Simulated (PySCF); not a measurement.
Species: fluorobenzene, C6H5F.
Bonds: F1–C2, C2–C3 (aromatic), C3–C4 (aromatic), C4–C5 (aromatic), C5–C6 (aromatic), C6–C7 (aromatic), C2–C7 (aromatic). Hydrogens: H8 on C3; H9 on C4; H10 on C5; H11 on C6; H12 on C7.

Level of theory: CAM-B3LYP/def2-SV(P) geometry optimisation, gas phase in PySCF.

(1) What internal coordinates does the optimisation give?

## Answers

(1) 
| bond | length (Å) |
| --- | --- |
| F1–C2 | 1.336 |
| C2–C3, C2–C7 | 1.388 |
| C3–C4, C6–C7 | 1.393 |
| C4–C5, C5–C6 | 1.394 |
| C3–H8, C7–H12 | 1.092 |
| C4–H9, C6–H11 | 1.093 |
| C5–H10 | 1.093 |

Bonds in one row agree within 0.01 Å and their mean is given. A selection of angles:
| angle | degrees |
| --- | --- |
| F1–C2–C3 | 119.1 |
| C3–C2–C7 | 121.8 |
| C2–C3–C4 | 118.8 |
| C2–C3–H8 | 119.3 |
| C4–C3–H8 | 121.9 |
| C3–C4–C5 | 120.5 |
| C3–C4–H9 | 119.5 |
| C5–C4–H9 | 120.1 |
| C4–C5–C6 | 119.7 |
| C4–C5–H10 | 120.2 |

The 6-membered ring C2–C3–C4–C5–C6–C7 has internal angles of 118.8° to 121.8° (sum 720°, against 720° for a flat polygon); it is planar, 0.00 Å rms from its mean plane, widest ring torsion 0°. The 7 heavy atoms lie in one plane (0.000 Å rms).

Point group: C2v (tolerance 0.08 Å). No CAM-B3LYP/def2-SV(P) frequencies stand behind this structure, so it isn't proved a minimum.
